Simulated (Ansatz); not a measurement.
Reaction (homolysis of the F–Sn bond): `[F][Sn]([F])([F])[SiH3]` → F• + `[F][Sn]([F])[SiH3]`•

Calculated with Ansatz (gas phase, PBE0-D4/def2-TZVP geometries, no zero-point term in ΔE). CCSD(T)/CBS adds triple-zeta CCSD(T) − MP2 to the extrapolated MP2 energy (def2 sets, frozen cores). This one scheme is used for every species, atoms too. DFT in def2-TZVPP. HSE06 is defined as in plane-wave codes. No spin–orbit coupling; open shells (•) take unrestricted orbitals. Spin–orbit coupling would lower the free atoms: a little for F. Elements past krypton have def2 core potentials. For Sn outer-core shells are correlated without core-valence functions, so the limit isn't a true one: a few kJ/mol of doubt a bond, and 10 to 20 or more in all where bonds break to atoms.

Problem. What is ΔE at CCSD(T)/CBS? (An estimate is asked.)

Solution. Computed: +494.6 kJ/mol.

Problem. What do these levels give: LDA (SPW92), PBE-D4, HSE06-D4, revPBE, PBE0, r2SCAN0? (Estimate.)

Solution. The calculation gave: LDA (SPW92) 552.7, PBE-D4 475.8, HSE06-D4 459.8, revPBE 448.6, PBE0 458.0, r2SCAN0 447.2 kJ/mol.

Problem. What do rigid-rotor, harmonic-oscillator terms from PBE0-D4/def2-TZVP frequencies (298.15 K, 1 bar) make of the CCSD(T)/CBS value? (An estimate is asked.)

Solution. The calculation gave: ΔZPE = -8.4 kJ/mol, ΔH = +489.6 kJ/mol, ΔS = 153 J/(mol·K), ΔG = +443.9 kJ/mol. Open shells count their whole term as degenerate.

Largest T1 diagnostic among the species: 0.018.

The D4 term adds +3.6 kJ/mol with B3LYP and +2.0 kJ/mol with PBE0; it sums over pairs of atoms, weighted by their polarisabilities, and B3LYP, whose exchange is more repulsive, gets the larger term. From BLYP to BHLYP (50 % exact exchange), in def2-TZVPP and without D4, ΔE moves by −20.7 kJ/mol: exact exchange takes away binding that semilocal exchange gives to molecules.

B3LYP here is the variant with VWN-RPA as its local correlation; programs differ in this.
